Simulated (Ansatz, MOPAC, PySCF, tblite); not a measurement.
Dissociation curve of SiBe, lowest triplet found (which spin is the ground state isn't settled by this scan).

UKS-B3LYP/6-31G* = unrestricted B3LYP/6-31G*, spherical d in PySCF 2.14.0; PM7, unrestricted, heats of formation (MOPAC); GFN2-xTB, 300 K electronic temperature (tblite); FCI = full CI/aug-cc-pVDZ, frozen core (Ansatz, a quantum-chemistry and plane-wave program).

Energies relative to the lowest point of each curve between 1.80 and 2.60 Å, where full CI is lowest, in kcal/mol; the last columns give the difference from FCI:

```json
[
 {"R / Å": "1.49", "UKS-B3LYP/6-31G*": "99.4", "PM7": "188.1", "GFN2-xTB": "202.1", "FCI": "111.7", "UKS-B3LYP/6-31G* − FCI": "-12.3", "PM7 − FCI": "76.4", "GFN2-xTB − FCI": "90.4"},
 {"R / Å": "1.63", "UKS-B3LYP/6-31G*": "48.1", "PM7": "104.9", "GFN2-xTB": "71.4", "FCI": "56.8", "UKS-B3LYP/6-31G* − FCI": "-8.6", "PM7 − FCI": "48.1", "GFN2-xTB − FCI": "14.7"},
 {"R / Å": "1.72", "UKS-B3LYP/6-31G*": "27.7", "PM7": "69.7", "GFN2-xTB": "31.8", "FCI": "34.3", "UKS-B3LYP/6-31G* − FCI": "-6.6", "PM7 − FCI": "35.4", "GFN2-xTB − FCI": "-2.5"},
 {"R / Å": "1.80", "UKS-B3LYP/6-31G*": "15.6", "PM7": "47.3", "GFN2-xTB": "12.9", "FCI": "20.5", "UKS-B3LYP/6-31G* − FCI": "-4.9", "PM7 − FCI": "26.8", "GFN2-xTB − FCI": "-7.6"},
 {"R / Å": "1.87", "UKS-B3LYP/6-31G*": "8.4", "PM7": "29.3", "GFN2-xTB": "4.3", "FCI": "12.1", "UKS-B3LYP/6-31G* − FCI": "-3.7", "PM7 − FCI": "17.2", "GFN2-xTB − FCI": "-7.8"},
 {"R / Å": "1.96", "UKS-B3LYP/6-31G*": "2.9", "PM7": "13.6", "GFN2-xTB": "0.1", "FCI": "5.1", "UKS-B3LYP/6-31G* − FCI": "-2.3", "PM7 − FCI": "8.5", "GFN2-xTB − FCI": "-5.0"},
 {"R / Å": "2.02", "UKS-B3LYP/6-31G*": "0.9", "PM7": "6.9", "GFN2-xTB": "0.0", "FCI": "2.4", "UKS-B3LYP/6-31G* − FCI": "-1.5", "PM7 − FCI": "4.6", "GFN2-xTB − FCI": "-2.4"},
 {"R / Å": "2.07", "UKS-B3LYP/6-31G*": "0.0", "PM7": "3.2", "GFN2-xTB": "1.0", "FCI": "0.9", "UKS-B3LYP/6-31G* − FCI": "-0.9", "PM7 − FCI": "2.3", "GFN2-xTB − FCI": "0.0"},
 {"R / Å": "2.17", "UKS-B3LYP/6-31G*": "0.0", "PM7": "0.0", "GFN2-xTB": "4.7", "FCI": "0.0", "UKS-B3LYP/6-31G* − FCI": "0.0", "PM7 − FCI": "0.0", "GFN2-xTB − FCI": "4.7"},
 {"R / Å": "2.24", "UKS-B3LYP/6-31G*": "0.9", "PM7": "0.3", "GFN2-xTB": "8.0", "FCI": "0.4", "UKS-B3LYP/6-31G* − FCI": "0.5", "PM7 − FCI": "-0.1", "GFN2-xTB − FCI": "7.6"},
 {"R / Å": "2.35", "UKS-B3LYP/6-31G*": "3.3", "PM7": "3.9", "GFN2-xTB": "13.5", "FCI": "2.2", "UKS-B3LYP/6-31G* − FCI": "1.1", "PM7 − FCI": "1.7", "GFN2-xTB − FCI": "11.3"},
 {"R / Å": "2.46", "UKS-B3LYP/6-31G*": "6.4", "PM7": "9.8", "GFN2-xTB": "18.5", "FCI": "4.8", "UKS-B3LYP/6-31G* − FCI": "1.6", "PM7 − FCI": "5.0", "GFN2-xTB − FCI": "13.7"},
 {"R / Å": "2.60", "UKS-B3LYP/6-31G*": "10.6", "PM7": "18.5", "GFN2-xTB": "23.8", "FCI": "8.6", "UKS-B3LYP/6-31G* − FCI": "2.0", "PM7 − FCI": "9.8", "GFN2-xTB − FCI": "15.2"},
 {"R / Å": "2.82", "UKS-B3LYP/6-31G*": "16.8", "PM7": "25.8", "GFN2-xTB": "28.0", "FCI": "14.3", "UKS-B3LYP/6-31G* − FCI": "2.5", "PM7 − FCI": "11.5", "GFN2-xTB − FCI": "13.7"},
 {"R / Å": "3.03", "UKS-B3LYP/6-31G*": "21.5", "PM7": "—", "GFN2-xTB": "30.8", "FCI": "18.4", "UKS-B3LYP/6-31G* − FCI": "3.1", "PM7 − FCI": "—", "GFN2-xTB − FCI": "12.4"},
 {"R / Å": "3.31", "UKS-B3LYP/6-31G*": "26.0", "PM7": "—", "GFN2-xTB": "33.7", "FCI": "22.0", "UKS-B3LYP/6-31G* − FCI": "4.0", "PM7 − FCI": "—", "GFN2-xTB − FCI": "11.8"},
 {"R / Å": "3.68", "UKS-B3LYP/6-31G*": "29.4", "PM7": "—", "GFN2-xTB": "33.9", "FCI": "24.3", "UKS-B3LYP/6-31G* − FCI": "5.1", "PM7 − FCI": "—", "GFN2-xTB − FCI": "9.6"},
 {"R / Å": "4.11", "UKS-B3LYP/6-31G*": "31.5", "PM7": "—", "GFN2-xTB": "35.1", "FCI": "25.6", "UKS-B3LYP/6-31G* − FCI": "6.0", "PM7 − FCI": "—", "GFN2-xTB − FCI": "9.6"},
 {"R / Å": "4.55", "UKS-B3LYP/6-31G*": "32.5", "PM7": "—", "GFN2-xTB": "35.5", "FCI": "26.1", "UKS-B3LYP/6-31G* − FCI": "6.4", "PM7 − FCI": "—", "GFN2-xTB − FCI": "9.4"},
 {"R / Å": "5.14", "UKS-B3LYP/6-31G*": "33.1", "PM7": "—", "GFN2-xTB": "35.8", "FCI": "26.5", "UKS-B3LYP/6-31G* − FCI": "6.6", "PM7 − FCI": "—", "GFN2-xTB − FCI": "9.3"},
 {"R / Å": "5.99", "UKS-B3LYP/6-31G*": "33.3", "PM7": "—", "GFN2-xTB": "36.1", "FCI": "26.7", "UKS-B3LYP/6-31G* − FCI": "6.6", "PM7 − FCI": "—", "GFN2-xTB − FCI": "9.4"},
 {"R / Å": "7.06", "UKS-B3LYP/6-31G*": "33.3", "PM7": "—", "GFN2-xTB": "36.2", "FCI": "26.8", "UKS-B3LYP/6-31G* − FCI": "6.5", "PM7 − FCI": "—", "GFN2-xTB − FCI": "9.4"}
]
```

UKS-B3LYP/6-31G* is furthest from FCI at 1.49 (-12.3 kcal/mol, below); its mean absolute difference over the points is 4.2 kcal/mol.

PM7 is furthest from FCI at 1.49 (76.4 kcal/mol, above); its mean absolute difference over the points is 17.7 kcal/mol.

GFN2-xTB is furthest from FCI at 1.49 (90.4 kcal/mol, above); its mean absolute difference over the points is 12.6 kcal/mol.

Dashes: no converged value, or the column stops at the first point that the program doubted or that broke a chosen test of continuity, which isn't proof of a fault.

Also computed but left out beside FCI, since their determinant holds another spin at the minimum (<S²> over 0.7 above the pure value): UHF, UMP2, UCCSD, UCCSD(T), UCCSDT, UCCSDT(Q), UHF/3-21G, UMP2/3-21G.
